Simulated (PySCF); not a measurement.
SMILES [Cl][Al]([CH3])[Si](C)(C)C (C₄H₁₂AlClSi), singlet (GFN2-xTB optimised geometry):

```
19

Al     0.774    -0.265     0.000
Cl     2.814    -0.265     0.000
C     -0.095    -2.064     0.000
H     -1.188    -2.055    -0.001
H      0.217    -2.651     0.873
H      0.218    -2.651    -0.874
Si    -0.392     1.893     0.000
C     -2.303     1.693     0.002
C      0.065     2.946    -1.547
C      0.069     2.947     1.544
H     -2.814     2.651     0.002
H     -2.635     1.142    -0.872
H     -2.633     1.143     0.879
H     -0.283     2.466    -2.457
H      1.143     3.054    -1.625
H     -0.366     3.943    -1.513
H      1.147     3.054     1.622
H     -0.278     2.469     2.456
H     -0.360     3.945     1.510
```

Calculation: PBE0/def2-SVP (PySCF).

Question: What are the frontier orbital energies and the dipole moment?

Answer: HOMO-2 -8.39 eV, HOMO-1 -8.37 eV, HOMO -6.90 eV, LUMO -1.32 eV, LUMO+1 0.44 eV; dipole moment 1.39 D.

On the same geometry PBE/def2-SVP in PySCF 2.14.0 gives HOMO-2 -7.06 eV, HOMO-1 -7.04 eV, HOMO -5.75 eV, LUMO -2.02 eV, LUMO+1 -0.31 eV; dipole moment 1.31 D.

Meta-Löwdin charges at PBE0/def2-SVP: Al1 0.60, Cl2 -0.29, C3 -0.60, H4 0.11, H5 0.12, H6 0.12, Si7 0.55, C8 -0.54, C9 -0.53, C10 -0.53, H11 0.11, H12 0.11, H13 0.11, H14 0.11, H15 0.11, H16 0.11, H17 0.11, H18 0.11, H19 0.11.
